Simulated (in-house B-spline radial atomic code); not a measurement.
CAM-B3LYP excitations of Ca8+

Method: CAM-B3LYP. Computed with a B-spline radial code for spherical atoms: linear response of the closed shell [Ne] 3s2 with the functional's adiabatic kernel; non-relativistic, point nucleus, no spin-orbit coupling, no double excitations, S, P, D and F terms only.

Command:
```bash
python run_td.py task.json out
```
Settings (radii: box in bohr, nucleus in fm):
```
Z                        20
electrons                12
configuration            [Ne] 3s2
hamiltonian              nr
method                   camb3lyp
box_radius               11.59
intervals                50
```

Cost of the run: 0.6 s on 1 thread of Arm Neoverse N1 (shared host).

The lowest states, in the order of their Tamm-Dancoff energies; the method's threshold (minus the highest occupied level) is 181.89 eV. Labels give the largest channel, * marks a mixed state, and oscillator strengths are full-response dipole values. Semilocal kernels can invert the small singlet-triplet splittings of Rydberg terms. Energies in eV:

```
     state  full response  Tamm-Dancoff  oscillator strength
3s → 3p 3P              ?             ?                    -
3s → 3p 1P         26.078        26.964                    1
3s → 3d 3D          47.53         47.66                    -
3s → 3d 1D          51.89         51.90                    -
3s → 4s 3S          91.91         91.91                    -
3s → 4s 1S          94.42         94.47                    -
3s → 4p 3P          99.70         99.71                    -
3s → 4p 1P         100.94        100.97                0.275
3s → 4d 3D              ?             ?                    -
3s → 4d 1D         111.28        111.28                    -
```

(1) Where does 3s → 3p 3P lie?

(2) Where does 3s → 4d 3D lie?

(3) How large is the singlet-triplet splitting of 3s → 3p (P terms) in Tamm-Dancoff?

(4) What polarisabilities and dispersion coefficient does the method give?

## Answers

(1) At 16.318 eV in full response, 16.801 eV in Tamm-Dancoff.

(2) At 110.50 eV in full response, 110.50 eV in Tamm-Dancoff.

(3) 10.2 eV, from the unrounded values.

(4) Dipole 1.147 bohr³, quadrupole 0.6505 bohr⁵, C6 1.025 hartree·bohr⁶ for two such species.
